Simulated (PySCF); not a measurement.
# Two-component Hartree-Fock for Fe³⁺ (iron, charge +3)

Start: [Ar] 3d4 4s1; 3d5/2 filled at m_j = -1/2, +1/2, +3/2, +5/2; 4s1/2 filled at m_j = +1/2. Calculated with PySCF 2.14 in x2c-TZVPall-2c: generalised Hartree-Fock with the X2C-1e Hamiltonian and a Gaussian nucleus; one run each with spin-orbit coupling (SO) switched off, then screened by Boettger's factors. This is a chosen level, not necessarily the ground level.

| spinor shell | electrons | ε, spin-free (eV) | ε, screened SO (eV) | weight of nominal j (screened SO) | rms radius, screened SO (bohr) |
| --- | --- | --- | --- | --- | --- |
| 1s1/2 | 2 | -7223.6 | -7223.5 | 1.000 | 0.0675 |
| 2s1/2 | 2 | -932.61 | -932.61 | 1.000 | 0.288 |
| 2p1/2 | 2 | -798.13 | -806.74 | 0.982 | 0.258 |
| 2p3/2 | 4 | -798.13 | -793.95 | 0.991 | 0.261 |
| 3s1/2 | 2 | -162.27 | -162.27 | 1.000 | 0.852 |
| 3p3/2 | 4 | -120.60 | -120.88 | 0.831 | 0.903 |
| 3p1/2 | 2 | -120.60 | -120.08 | 0.662 | 0.899 |
| 3d5/2 | 4 | -64.984 | -64.969 | 0.688 | 1.02 |
| 4s1/2 | 1 | -37.521 | -37.522 | 1.000 | 2.55 |

```csv
quantity,spin-free,screened SO
E (hartree),-1268.88981,-1268.90723
M_J,9/2,9/2
⟨J²⟩,24.755,24.755
⟨L²⟩,6.004,6.011
⟨S²⟩,8.751,8.747
```

Each row is a mean over spinors that exchange with the open shell spreads, by up to 16.089 eV (3p3/2).

Rows whose weight is well below 1 are mixtures of j = l ± 1/2: exchange outweighs spin-orbit coupling there, and the label is only the starting occupation.

Without spin-orbit coupling the j labels of p, d and f shells carry no meaning; the spin-free column gives the mean over the occupied spinors of each nl shell.
